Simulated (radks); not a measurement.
Results of a calculation; reference values are marked as such.
Task: Valence configurations of Tb II (all share [Xe]). Level of theory: Dirac Kohn-Sham, PBE, spin-unpolarised, spherical densities, point nucleus; open shells fill j = l - 1/2 first (a radial shooting solver on a logarithmic mesh with Libxc functionals). Order these by energy: 4f8.5 6s1.5; 4f9 6s1; 4f9 5d1; 4f8 5d1 6s1; 4f10; 4f9.5 6s0.5; 4f8 6s1 6p1; 4f9 6p1; 4f8.5 5d0.5 6s1; 4f8 6s2.

Result: From the lowest, in eV above it: 4f9 6s1 0.000; 4f9.5 6s0.5 0.581; 4f8.5 6s1.5 0.830; 4f8.5 5d0.5 6s1 1.408; 4f9 5d1 1.823; 4f10 2.251; 4f9 6p1 3.101; 4f8 6s2 3.323; 4f8 5d1 6s1 3.932; 4f8 6s1 6p1 6.930. NIST lists [Xe] 4f9 6s1 as the ground configuration; this level of theory agrees among the configurations tried. The energies are those of spherical spin-averaged densities, not of single terms.
